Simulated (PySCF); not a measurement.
# Dipole response of Sn⁴³⁺ (tin, charge +43)

[He] 2s2 2p3, high-spin 4S determinant. All numbers are calculated (PySCF 2.14, the spin-free X2C one-electron Hamiltonian (Gaussian nucleus), in an even-tempered Gaussian basis (19 s from 20 bohr⁻², ratio 2.2; 12 p from 26 bohr⁻², ratio 2.2; 5 d from 99 bohr⁻², ratio 2.4; 5 f from 150 bohr⁻², ratio 2.4; 4 g from 220 bohr⁻², ratio 2.4)). Coupled (time-dependent) response in atomic units; α is the mean over directions.

```json
{"method": "UHF", "mean α (bohr³)": "0.0006601", "C₆ (like pair)": "7.267e-06", "S(−4)": "3.049e-06"}
{"method": "PBE0", "mean α (bohr³)": "0.0006476", "C₆ (like pair)": "7.155e-06", "S(−4)": "2.902e-06"}
```

S(−4) is the Cauchy moment in α(ω) = α(0) + S(−4) ω² + …

α(iu) at PBE0:

| u (hartree) | α(iu) (bohr³) |
| --- | --- |
| 0 | 0.0006476 |
| 2.00 | 0.0006362 |
| 4.00 | 0.0006048 |
| 8.00 | 0.0005095 |
| 12.0 | 0.0004123 |
| 16.0 | 0.0003352 |
| 20.0 | 0.0002794 |
| 30.0 | 0.0001997 |
| 40.0 | 0.0001620 |
| 60.0 | 0.0001279 |
| 100 | 9.907e-05 |

A single London oscillator, α(iu) = α/(1 + u²/ω²), gives C₆ = (3/4) ω α². Matching the computed C₆ needs ω = 4 × 7.155e-06 / (3 × 0.0006476²) = 22.7 hartree.

For an ion, C₆ is the dispersion term alone; charge-induced terms of lower order in 1/R come first.

Spin-orbit coupling is strong in this species (close to jj coupling), so the high-spin LS determinant is a model state, not a physical level.
